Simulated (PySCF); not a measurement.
In(F)(iPr)2, SMILES C[CH](C)[In]([F])[CH](C)C, GFN2-xTB optimised geometry.

```
22

In     0.04    -0.61     0.00
F     -0.47    -2.57    -0.10
C     -2.00     0.56     0.00
C     -1.78     2.03     0.27
C     -2.90    -0.12     1.01
H     -2.38     0.40    -1.01
H     -2.74     2.57     0.21
H     -1.36     2.19     1.26
H     -1.11     2.47    -0.47
H     -2.93    -1.20     0.83
H     -3.92     0.26     0.94
H     -2.54     0.05     2.03
C      2.39    -0.61     0.00
C      2.83    -1.21    -1.31
C      2.83    -1.42     1.19
H      2.70     0.43     0.09
H      3.92    -1.31    -1.35
H      2.40    -2.21    -1.43
H      2.51    -0.59    -2.16
H      2.52    -0.95     2.13
H      3.92    -1.53     1.20
H      2.40    -2.42     1.15
```

Density from PBE0/def2-SVP, def2 effective core potentials past Kr (PySCF) at that geometry. The core electrons that the potentials of In replace are not part of the density.

Minimum of the electron density along straight lines between bonded atoms, close to the bond critical point (lines longer than 1.1 times the sum of covalent radii, or with two minima, are not listed):

```tsv
bond	length / Å	ρ at the minimum / e bohr⁻³	∇²ρ there / e bohr⁻⁵	position (fraction from the first atom)
In1–F2	2.023	0.086	0.55	0.52
In1–C3	2.350	0.072	0.08	0.51
C3–C4	1.513	0.248	-0.57	0.50
C3–C5	1.513	0.248	-0.56	0.50
C3–H6	1.093	0.275	-0.99	0.62
C4–H7	1.093	0.272	-0.98	0.62
C4–H8	1.091	0.275	-0.99	0.62
C4–H9	1.091	0.274	-0.99	0.62
C5–H10	1.091	0.276	-1.02	0.63
C5–H11	1.093	0.272	-0.98	0.62
C5–H12	1.091	0.274	-0.99	0.62
In1–C13	2.348	0.072	0.08	0.51
C13–C14	1.513	0.248	-0.57	0.50
C13–C15	1.512	0.248	-0.57	0.50
C13–H16	1.092	0.276	-0.99	0.62
C14–H17	1.093	0.272	-0.97	0.62
C14–H18	1.091	0.276	-1.01	0.63
C14–H19	1.092	0.273	-0.98	0.62
C15–H20	1.092	0.273	-0.98	0.62
C15–H21	1.093	0.272	-0.98	0.62
C15–H22	1.091	0.276	-1.01	0.63
```
